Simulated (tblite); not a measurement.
Compound: C5H11AlOSi.
Numbering: `[CH2:1]=[C:2]([CH3:3])/[C:4](=[CH:5]\[AlH2:6])[O:7][SiH3:8]` (hydrogens: H9, H10 on C1; H11, H12, H13 on C3; H14 on C5; H15, H16 on Al6; H17, H18, H19 on Si8)

Computed with GFN2-xTB (tblite), gas phase: L-BFGS steps from a force-field or distance-geometry start until the largest atomic force falls under 0.01 eV/Å.

At the end of the run (lengths in Å): O7–Si8 1.624, Al6–H16 1.554, C3–H12 1.088, Al6–H15 1.554, C4–O7 1.352, Si8–H17 1.455, C4=C5 1.352, C4–O7–Si8 134.6°, C3–C2–C4 117.0°, C5–C4–O7 123.8°, C1–C2–C3 121.7°, C1–C2–C4–C5 179°, C2–C4–C5–Al6 -2°, C2–C4–O7–Si8 180°, H17–Si8–O7–C4 180°, H14–C5–Al6–H15 -88°.

**Question.** These geometries were met on the way; a selection of coordinates is given. Order them by energy above the end point, lowest first.
A. O7–Si8 1.624, Al6–H16 1.582, C3–H12 1.077, Al6–H15 1.561, C4–O7 1.390, Si8–H17 1.473, C4=C5 1.340, C4–O7–Si8 126.5°, C3–C2–C4 126.5°, C5–C4–O7 120.4°, C1–C2–C3 116.5°, C1–C2–C4–C5 180°, C2–C4–C5–Al6 1°, C2–C4–O7–Si8 85°, H17–Si8–O7–C4 -117°, H14–C5–Al6–H15 -108°
B. O7–Si8 1.728, Al6–H16 1.633, C3–H12 1.146, Al6–H15 1.600, C4–O7 1.388, Si8–H17 1.491, C4=C5 1.319, C4–O7–Si8 123.2°, C3–C2–C4 127.7°, C5–C4–O7 116.9°, C1–C2–C3 115.9°, C1–C2–C4–C5 180°, C2–C4–C5–Al6 1°, C2–C4–O7–Si8 85°, H17–Si8–O7–C4 -116°, H14–C5–Al6–H15 -106°
C. O7–Si8 1.621, Al6–H16 1.551, C3–H12 1.094, Al6–H15 1.552, C4–O7 1.362, Si8–H17 1.461, C4=C5 1.352, C4–O7–Si8 132.2°, C3–C2–C4 118.5°, C5–C4–O7 119.1°, C1–C2–C3 120.5°, C1–C2–C4–C5 -174°, C2–C4–C5–Al6 -3°, C2–C4–O7–Si8 81°, H17–Si8–O7–C4 -115°, H14–C5–Al6–H15 -121°
D. O7–Si8 1.619, Al6–H16 1.560, C3–H12 1.089, Al6–H15 1.550, C4–O7 1.356, Si8–H17 1.462, C4=C5 1.352, C4–O7–Si8 137.2°, C3–C2–C4 116.8°, C5–C4–O7 122.0°, C1–C2–C3 120.7°, C1–C2–C4–C5 178°, C2–C4–C5–Al6 -7°, C2–C4–O7–Si8 102°, H17–Si8–O7–C4 -130°, H14–C5–Al6–H15 -102°
E. O7–Si8 1.624, Al6–H16 1.538, C3–H12 1.093, Al6–H15 1.531, C4–O7 1.367, Si8–H17 1.460, C4=C5 1.348, C4–O7–Si8 131.1°, C3–C2–C4 122.4°, C5–C4–O7 119.9°, C1–C2–C3 118.2°, C1–C2–C4–C5 -176°, C2–C4–C5–Al6 -3°, C2–C4–O7–Si8 86°, H17–Si8–O7–C4 -117°, H14–C5–Al6–H15 -119°

**Answer.** D (0.112 eV), C (0.182 eV), E (0.305 eV), A (0.552 eV), B (0.887 eV).

| step | E above end (eV) | rms distance from the end, all atoms (Å) | largest force (eV/Å) | rms shift of all bonds from the end (Å) |
| --- | --- | --- | --- | --- |
| 80 | 0.112 | 0.545 | 0.096 | 0.003 |
| 13 | 0.182 | 0.739 | 0.274 | 0.005 |
| 6 | 0.305 | 0.757 | 0.537 | 0.012 |
| 2 | 0.552 | 0.781 | 0.990 | 0.017 |
| 0 | 0.887 | 0.789 | 2.161 | 0.040 |

Rows stand in the order of the answer.
